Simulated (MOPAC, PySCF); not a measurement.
[Nb(F)5], neutral singlet in the gas phase. 

Cartesian coordinates (Å):
```xyz
6

Nb     0.0000     0.0000     0.0000
F      1.3954     0.7528     0.9350
F      0.2455    -0.5428    -1.7414
F     -0.5125     1.6967    -0.6010
F     -1.6411    -0.2101     0.8063
F      0.5127    -1.6966     0.6012
```
Charge 0, spin multiplicity 1.

All levels are single points at this geometry (r2SCAN-D4/def2-SVP); Pople sets use spherical d functions. Orbital energies aren't observables, and empty levels follow the basis.

PM7 in MOPAC gives gap (eV) = 12.22.

Problem. Estimate the gap (eV) from each of these levels: PBE-D3(BJ)/def2-TZVP in PySCF; TPSSh-D3(BJ)/def2-TZVP in PySCF; B3LYP/LANL2DZ in PySCF; M06-2X/6-31G* (LANL2DZ on Nb) in PySCF; SVWN5/6-31G* (LANL2DZ on Nb) in PySCF.

Solution. 
| level | gap (eV) |
|---|---|
| PBE-D3(BJ)/def2-TZVP in PySCF | 6.01 |
| TPSSh-D3(BJ)/def2-TZVP in PySCF | 7.27 |
| B3LYP/LANL2DZ in PySCF | 7.48 |
| M06-2X/6-31G* (LANL2DZ on Nb) in PySCF | 11.14 |
| SVWN5/6-31G* (LANL2DZ on Nb) in PySCF | 5.73 |
